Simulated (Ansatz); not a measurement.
From B to In: the HOMO–LUMO gap

Gas-phase molecules, one atom swapped for its congeners: C6H18BN3 (tris(dimethylamino)borane) `CN(C)B(N(C)C)N(C)C`; C6H18AlN3 `C[N](C)[Al]([N](C)C)[N](C)C`; C6H18GaN3 `C[N](C)[Ga]([N](C)C)[N](C)C`; C6H18InN3 `C[N](C)[In]([N](C)C)[N](C)C`. All are singlets with charge 0.

Shapes, held fixed at every level: PBE0-D4/def2-TZVP. Programs: Ansatz 0.2.0. Values in eV.

```tsv
level	C6H18BN3	C6H18AlN3	C6H18GaN3	C6H18InN3
r2SCAN-D4/def2-TZVPP	5.48	4.77	4.56	3.24
B3LYP-D4/def2-TZVPP	6.16	5.78	5.72	4.49
BHLYP-D4/def2-TZVPP	8.48	8.16	8.21	6.92
PBE0-D4/def2-TZVPP	6.68	6.24	6.21	4.96
r2SCAN0-D4/def2-TZVPP	7.23	6.63	6.55	5.21
wB97M-V/def2-TZVPP	10.29	9.94	10.08	8.70
wB97X-V/def2-TZVPP	10.78	10.40	10.49	9.12
```

At wB97X-V/def2-TZVPP the HOMO–LUMO gap isn't monotonic: it is largest for B and smallest for In (10.78 and 9.12 eV). 3 of 7 levels show this order throughout; 7 agree on the largest and the smallest. For atoms past krypton def2 sets carry core potentials with scalar relativity. Relativity is left out for Ga. Orbital gaps aren't excitation energies, and the LUMO depends on the basis.
